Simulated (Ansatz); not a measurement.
A nudged elastic band was laid between two geometries of ClGaH4N2 + H2 (10 atoms, charge 0, multiplicity 1).

Theory: RHF/def2-SVP in Ansatz.

```json
{"movable images": "9", "climbing image": "yes", "spring": "5.0 eV/Å²", "optimiser": "quadratic models (default)", "start path": "through a guess of the saddle point", "force threshold": "0.05 eV/Å", "iteration limit": "60", "end points": "relaxed"}
```

First end point:

```xyz
10
Properties=species:S:1:pos:R:3
Ga -0.001 -0.383 -0.340
Cl 0.017 -0.701 1.804
N 1.594 -0.296 -1.176
H 2.469 -0.386 -0.699
H 1.720 -0.141 -2.156
N -1.611 -0.231 -1.140
H -2.477 -0.284 -0.643
H -1.752 -0.070 -2.116
H 0.105 3.255 2.119
H 0.091 2.518 2.240
```

Last end point:

```xyz
10
Properties=species:S:1:pos:R:3
Ga 0.007 0.766 -0.672
Cl 0.083 0.162 3.034
N 1.551 -0.054 -1.175
H 1.600 -0.938 -1.640
H 2.465 0.275 -0.937
N -1.572 0.006 -1.160
H -1.658 -0.874 -1.628
H -2.471 0.375 -0.923
H 0.037 2.136 0.091
H 0.113 1.428 2.904
```

Which bonds break or form, and what moves?

Bonds broken: Ga1–Cl2, H9–H10. Bonds formed: Ga1–H9, Cl2–H10. ClGaH4N2 + H2 becomes ClH + GaH5N2.

What energy profile does the band end with?

It converged. The highest image is number 7 of 0 to 10, 48.6 kcal/mol above the first end and 25.6 kcal/mol above the last; the last end lies 23.0 kcal/mol above the first. The profile has 3 maxima (images 3, 7, 9) with wells between them (images 5, 8): this band takes more than one step, which may be the mechanism or a detour left from its start path. Neighbouring images differ by up to 1.7 eV, so the band resolves the path poorly. A vibrational analysis at the climbing image gives one clearly imaginary mode, 1412i cm⁻¹: a first-order saddle point. The orbitals stay closed-shell, which can raise the energy where a bond breaks towards radicals; this wasn't checked here.

```csv
image,path coordinate (Å),energy (kcal/mol),Ga1–Cl2 (Å),H9–H10 (Å),Ga1–H9 (Å)
0,0.00,0.0,2.17,0.75,4.39
1,1.00,0.1,2.17,0.75,3.75
2,2.00,2.5,2.17,0.75,3.57
3,3.00,5.0,2.18,0.75,3.55
4,4.00,1.8,2.17,0.75,3.56
5,5.01,1.3,2.17,0.75,2.93
6,6.01,9.5,2.21,0.75,2.34
7,7.01,48.6,2.62,1.05,1.72
8,9.96,23.7,4.22,3.63,1.57
9,12.92,24.1,4.32,3.69,1.56
10,15.87,23.0,3.76,2.90,1.57
```

What is the geometry of the highest image?


```xyz
10
Properties=species:S:1:pos:R:3:forces:R:3
Ga 0.013 0.484 -0.269 0.00 0.00 0.00
Cl -0.002 -0.140 2.275 0.00 0.00 0.00
N 1.601 0.189 -1.090 0.00 0.00 0.00
H 1.783 -0.663 -1.584 0.00 0.00 0.00
H 2.455 0.580 -0.741 0.00 0.00 0.00
N -1.643 0.088 -0.880 0.00 0.00 -0.01
H -2.427 -0.053 -0.275 0.00 0.00 0.00
H -1.801 -0.314 -1.783 0.00 0.00 0.00
H 0.104 1.892 0.718 0.00 0.00 0.00
H 0.072 1.218 1.523 0.00 0.00 0.00
```

The band took 29 iterations and roughly 30 core-minutes.

Run time: 18 min on 2 threads of Intel(R) Xeon(R) Processor @ 2.50GHz (Skylake/Cascade Lake) (shared host), peak memory 0.25 GiB.
